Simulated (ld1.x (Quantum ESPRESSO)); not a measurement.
# Which change was made? (Sn, RRKJ)

- Element: Sn (Z = 50)
- Generator: ld1.x (Quantum ESPRESSO) 7.5
- Type: norm-conserving RRKJ (Kleinman–Bylander form)
- Functional: PBEsol
- Relativity: scalar-relativistic
- Frozen core: [Kr] 4d10
- Valence charge: 4
- Reference configuration: 5s1.75 5p2.25
- Partial waves: 5s (bound): rc 2.00 bohr; 5p (bound): rc 1.80 bohr
- Local potential: the p channel
- Core correction: Bessel-smoothed model core inside 1.15 bohr
- rho0: 0.02

Cutoffs, loose and tight: the cutoffs (Ry, on a coarse ladder) from which the occupation-weighted sum of valence levels, in a spherical-Bessel basis at the reference potential, stays within 10 and 1 mRy of its value at 400 Ry. They do not see the model core or the augmentation charge, which bear on the density cutoff. Test errors are all-electron minus pseudo excitation energies from the reference, over the configurations 5s2 5p2; 5s2 5p1; 5s2 5p0; 5s1 5p2; 5s1 5p0; 5s0 5p4; 5s1 5p3; variants that change the core or the reference have their own tests.

The base gives: outcome: generated; cutoff, loose: 35 Ry; cutoff, tight: 50 Ry; bound ghosts: s; largest test error (meV): -353.

**Question.** After one change the result is: outcome: generated; cutoff, loose: 30 Ry; cutoff, tight: 50 Ry; bound ghosts: s, d; largest test error (meV): -345. Which change was it?
A. core [Ar] 3d10 4s2, valence charge 20; reference 4p6 4d10 5s2 5p2; waves now 4p (bound): rc 1.35 bohr; 4d (bound): rc 1.25 bohr; 5s (bound): rc 2.05 bohr; local potential the s channel; core correction none
B. wave 5s (bound): rc 2.00 bohr becomes 5s (bound): rc 2.78 bohr
C. type TM; local potential all-electron potential smoothed inside 1.60 bohr (lloc = -1); rho0 0

**Answer.** C. The others give: core [Ar] 3d10 4s2, valence charge 20; reference 4p6 4d10 5s2 5p2; waves now 4p (bound): rc 1.35 bohr; 4d (bound): rc 1.25 bohr; 5s (bound): rc 2.05 bohr; local potential the s channel; core correction none → outcome: generated, misses its reference levels by 1.30 eV; cutoff, loose: 90 Ry; cutoff, tight: 140 Ry; bound ghosts: none; largest test error (meV): +6722 over the solved tests; 1 of 7 tests not solved or not reliable | wave 5s (bound): rc 2.00 bohr becomes 5s (bound): rc 2.78 bohr → outcome: generated; cutoff, loose: 30 Ry; cutoff, tight: 45 Ry; bound ghosts: s; largest test error (meV): -368.
